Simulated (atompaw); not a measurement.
An all-electron radial function and its pseudo partner (Al (Z = 13))

Columns: radius, all-electron u(r) and pseudo u(r) of the 3s shell (level -8.54 eV) of aluminium in the configuration [Ne] 3s1 3p2; PBE, non-relativistic, PAW (atompaw) scheme, atompaw 4.2.0.5.

```json
{"r (bohr)": "0.090", "all-electron": "0.1365", "pseudo": "0.0434"}
{"r (bohr)": "0.181", "all-electron": "-0.0409", "pseudo": "0.0871"}
{"r (bohr)": "0.271", "all-electron": "-0.2040", "pseudo": "0.1302"}
{"r (bohr)": "0.362", "all-electron": "-0.2891", "pseudo": "0.1733"}
{"r (bohr)": "0.452", "all-electron": "-0.2989", "pseudo": "0.2155"}
{"r (bohr)": "0.542", "all-electron": "-0.2559", "pseudo": "0.2571"}
{"r (bohr)": "0.633", "all-electron": "-0.1790", "pseudo": "0.2983"}
{"r (bohr)": "0.723", "all-electron": "-0.0855", "pseudo": "0.3382"}
{"r (bohr)": "0.813", "all-electron": "0.0145", "pseudo": "0.3769"}
{"r (bohr)": "0.904", "all-electron": "0.1150", "pseudo": "0.4146"}
{"r (bohr)": "0.994", "all-electron": "0.2092", "pseudo": "0.4504"}
{"r (bohr)": "1.085", "all-electron": "0.2964", "pseudo": "0.4848"}
{"r (bohr)": "1.175", "all-electron": "0.3735", "pseudo": "0.5168"}
{"r (bohr)": "1.265", "all-electron": "0.4407", "pseudo": "0.5466"}
{"r (bohr)": "1.356", "all-electron": "0.4988", "pseudo": "0.5743"}
{"r (bohr)": "1.446", "all-electron": "0.5468", "pseudo": "0.5990"}
{"r (bohr)": "1.537", "all-electron": "0.5867", "pseudo": "0.6210"}
{"r (bohr)": "1.627", "all-electron": "0.6185", "pseudo": "0.6397"}
{"r (bohr)": "1.717", "all-electron": "0.6431", "pseudo": "0.6552"}
{"r (bohr)": "1.808", "all-electron": "0.6614", "pseudo": "0.6673"}
{"r (bohr)": "1.898", "all-electron": "0.6734", "pseudo": "0.6758"}
{"r (bohr)": "1.988", "all-electron": "0.6799", "pseudo": "0.6806"}
{"r (bohr)": "2.079", "all-electron": "0.6817", "pseudo": "0.6817"}
{"r (bohr)": "2.169", "all-electron": "0.6791", "pseudo": "0.6791"}
{"r (bohr)": "2.260", "all-electron": "0.6727", "pseudo": "0.6727"}
{"r (bohr)": "2.350", "all-electron": "0.6633", "pseudo": "0.6633"}
```

**Question.** How many radial nodes do the two functions have?

**Answer.** The all-electron 3s function has n − l − 1 = 2; the pseudo-wave has 0, since the states of the same l below it are removed with the core.

**Question.** At about which radius was the pseudo-wave matched?

**Answer.** 2.15 bohr, where the columns begin to agree (steps of 0.09 bohr).

**Question.** Is the pseudo-wave norm-conserving?

**Answer.** No, it belongs to a PAW set: the norm inside the radius is not constrained, and the difference is carried by the augmentation charge.
